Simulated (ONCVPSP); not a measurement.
What one change does to a pseudopotential (Sc, ONCV)

Sc, optimised norm-conserving Vanderbilt (ONCV), made with ONCVPSP 4.0.1 (PBE, scalar-relativistic). Core [Ne], reference 3s2 3p6 3d1 4s2. Waves: 3s+4s: rc 1.50 bohr, ncon 4, nbas 7, qcut 8.2 1/bohr, 2 projectors; 3p: rc 1.50 bohr, ncon 4, nbas 8, qcut 8.4 1/bohr, 2 projectors, debl 2.1 Ha; 3d: rc 2.60 bohr, ncon 3, nbas 7, qcut 6.2 1/bohr, 2 projectors, debl 2.2 Ha; f scattering state at 0.15 Ha: rc 2.50 bohr, ncon 4, nbas 8, qcut 4.1 1/bohr, 2 projectors, debl 3.1 Ha. Local part: polynomial inside 1.40 bohr (lpopt 5, dvloc0 0 Ha). Core correction: Teter function, fcfact 2.75, rcfact 1.35.

Change: p: qcut 11.7.

Cutoffs: the cutoffs (Ha) at which the residual kinetic energy of the hardest occupied pseudo-wave falls to 1 and 0.1 mHa per electron; they do not see the model core or the augmentation charge, which bear on the density cutoff. Errors are all-electron minus pseudo energies relative to the spin-unpolarised reference configuration.

Problem. How do hardness, ghosts and transferability respond?

Solution. The potential gets harder (23 Ha and 28 Ha → 23 Ha and 35 Ha); the errors of the 3 common tests hardly move; neither file shows a bound ghost. The waves are optimised to have the least kinetic energy above qcut, so the cutoff follows it (qcut²/2 in Ha).

| quantity | base | changed |
| --- | --- | --- |
| cutoff, loose | 23 Ha | 23 Ha |
| cutoff, tight | 28 Ha | 35 Ha |
| loose cutoff by channel | s 23 Ha, p 17 Ha, d 14 Ha | s 23 Ha, p 17 Ha, d 14 Ha |
| bound ghosts | none | none |
| GHOST(+) flags under 300 eV | f at 85.2 eV | f at 85.2 eV |
| tests with a reliable result | 3 of 4 | 3 of 4 |
| error for 3s2 3p6 3d1 4s1, meV [ΔE 6.90 eV] | -0.6 | -0.6 |
| error for 3s2 3p6 3d1 4s0, meV [ΔE 19.66 eV] | -7.8 | -7.8 |
| error for 3s2 3p6 3d1 4s0 4p2, meV [ΔE 5.67 eV] | -1.3 | -1.4 |
| s: phases at 1.52 bohr within 0.05 rad from the reference energy up to (Ha; the scan ends near 5) | to the end of the scan | to the end of the scan |
| p: phases at 1.52 bohr within 0.05 rad from the reference energy up to (Ha; the scan ends near 5) | to the end of the scan | to the end of the scan |
| d: phases at 2.64 bohr within 0.05 rad from the reference energy up to (Ha; the scan ends near 5) | 0.7 | 0.7 |
| f: phases at 2.53 bohr within 0.05 rad from the reference energy up to (Ha; the scan ends near 5) | 3.0 | 3.0 |
| rms error of d²Exc/dni dnj with the model core, mHa | 1.28 | 1.29 |
